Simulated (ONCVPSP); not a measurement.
# Transferability test, ONCV potential for Ge (Z = 32)

- Element: germanium
- Generator: ONCVPSP 4.0.1
- Type: optimised norm-conserving Vanderbilt (ONCV)
- Functional: revPBE
- Relativity: scalar-relativistic
- Frozen core: [Ar] 3d10
- Valence charge: 4
- Reference configuration: 4s2 4p1.5 (charge +0.5)
- Partial waves: 4s: rc 1.80 bohr, ncon 3, nbas 7, qcut 4.2 1/bohr, 2 projectors, debl 2.3 Ha; 4p: rc 1.75 bohr, ncon 4, nbas 7, qcut 4.6 1/bohr, 1 projector
- Local potential: polynomial inside 1.50 bohr (lpopt 3, dvloc0 0 Ha)
- Core correction: Teter function, fcfact 1.5, rcfact 1.45

Energies are relative to the spin-unpolarised reference configuration 4s2 4p1.5; without spin polarisation the order of configurations can differ from experiment.

```tsv
valence configuration	charge	ΔE all-electron (eV)	error AE − PS (meV)
4s2 4p2	0	-2.778	-0.3
4s2 4p0	+2	19.965	-48
4s1 4p3	0	5.167	-1.4
```

Q: What are ΔE and the potential's error for 4s2 4p1?

A: ΔE = 4.613 eV all-electron; the error (AE − PS) is -3.0 meV.
